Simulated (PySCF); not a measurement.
MgO, SMILES [O]=[Mg]. The structure is a stationary point at B3LYP-D3(BJ)/def2-TZVPD.

Computed equilibrium geometry at B3LYP-D3(BJ)/def2-TZVPD (PySCF confirms it by a frequency run) as a Z-matrix, and its point group:
point group C∞v.
```
Mg
O 1 1.7407
```
